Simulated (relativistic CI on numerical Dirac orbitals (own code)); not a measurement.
## Hyperfine structure of Cs49+, mass number 134

Calculated at this level of theory: Dirac-Coulomb-Breit CI, separate exchange-only KLI orbitals for each configuration, a model potential for QED, unscaled Slater integrals (own radial code, finite nucleus).

Configurations in the expansion (outside the closed core 1s2): 2s²2p², 2s2p³, 2p⁴, 2p³3s, 2p³3p, 2p³3d, 2s²2p3s, 2s²2p3p, 2s²2p3d, 2s2p²3s, 2s2p²3p, 2s2p²3d, 2s²2p4s, 2s²2p4p, 2s²2p4d, 2s²2p4f. Levels of other configurations are missing.

Nuclear spin I = 4, μ = 2.9893 μN, Q = 0.37 b (tables of Stone and Pyykkö). The electronic factors are computed for point nuclear moments, without core polarisation or the Bohr-Weisskopf and QED corrections.

```json
{"Level": "2s²2p² ³P1", "E (eV)": "361.78", "A (GHz)": "-100", "B (GHz)": "115"}
{"Level": "2s²2p² ¹D2", "E (eV)": "377.87", "A (GHz)": "586.5", "B (GHz)": "201"}
{"Level": "2s²2p² ³P2", "E (eV)": "752.57", "A (GHz)": "250.5", "B (GHz)": "28.6"}
{"Level": "2s2p³ ³D°3", "E (eV)": "933.59", "A (GHz)": "1286", "B (GHz)": "-0.651"}
{"Level": "2s2p³ ¹D°2", "E (eV)": "998.14", "A (GHz)": "-37.67", "B (GHz)": "-53.2"}
{"Level": "2s2p³ ³P°1", "E (eV)": "1001.39", "A (GHz)": "2682", "B (GHz)": "60.7"}
{"Level": "2p⁴ ³P2", "E (eV)": "1203.74", "A (GHz)": "236.6", "B (GHz)": "26.3"}
```

Levels with J = 0, under 50 % of one LS term, or S terms without an open s electron are left out. Small factors come from cancelling terms and can be off by tens of per cent or more.

At this charge energies of transitions that change n are usually good to better than 1 %, and those within a shell (Δn = 0) to a few per cent.

Problem. Give the hyperfine levels of 2s²2p² ¹D2 relative to its centre of gravity.

Solution. With K = F(F + 1) − I(I + 1) − J(J + 1), E = AK/2 + B[¾K(K + 1) − I(I + 1)J(J + 1)]/[2I(2I − 1)J(2J − 1)]: F = 2: -5766, F = 3: -4096, F = 4: -1818, F = 5: 1110, F = 6: 4742 GHz.

LS names give the leading component of a level, which can be under half, so a name can repeat, a term be missing and a line seem to break the LS rules.
